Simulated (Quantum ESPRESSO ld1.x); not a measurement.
Results of a calculation; reference values are marked as such.
Species: the mercury ion Hg45+. Configuration: [Ar] 3d10 4s2 4p5. Code: ld1.x of Quantum ESPRESSO 7.5. Model: scalar-relativistic Kohn-Sham, PBEsol, spin-unpolarised, spherical densities, point nucleus.

Unscreened Slater integrals over Kohn-Sham orbitals (eV).

\begin{tabular}{lr}
integral & value \\ \hline
F0(4p,4p) & 66.017 \\
F2(4p,4p) & 34.309 \\
F0(4p,4s) & 66.990 \\
G1(4p,4s) & 45.131 \\
F0(4p,3d) & 83.572 \\
F2(4p,3d) & 24.288 \\
G1(4p,3d) & 7.8595 \\
G3(4p,3d) & 7.9786 \\
F0(4p,3p) & 82.129 \\
F2(4p,3p) & 25.965 \\
G0(4p,3p) & 7.0574 \\
G2(4p,3p) & 8.4820 \\
F0(4p,3s) & 82.063 \\
G1(4p,3s) & 7.5583 \\
F0(4s,4s) & 68.059 \\
F0(4s,3d) & 85.276 \\
G2(4s,3d) & 8.1677 \\
F0(4s,3p) & 83.785 \\
G1(4s,3p) & 8.5368 \\
F0(4s,3s) & 83.809 \\
G0(4s,3s) & 6.5208 \\
F0(3d,3d) & 152.62 \\
F2(3d,3d) & 78.142 \\
F4(3d,3d) & 50.364 \\
F0(3d,3p) & 142.58 \\
F2(3d,3p) & 68.593 \\
G1(3d,3p) & 74.698 \\
G3(3d,3p) & 49.471 \\
F0(3d,3s) & 142.83 \\
G2(3d,3s) & 58.940 \\
F0(3p,3p) & 136.74 \\
F2(3p,3p) & 68.430 \\
F0(3p,3s) & 136.75 \\
G1(3p,3s) & 89.418 \\
F0(3s,3s) & 137.04 \\
\end{tabular}

Derived for the open shells (J is the average intra-shell exchange parameter used in DFT+U). 4p: J = F2/5 = 6.862 eV.
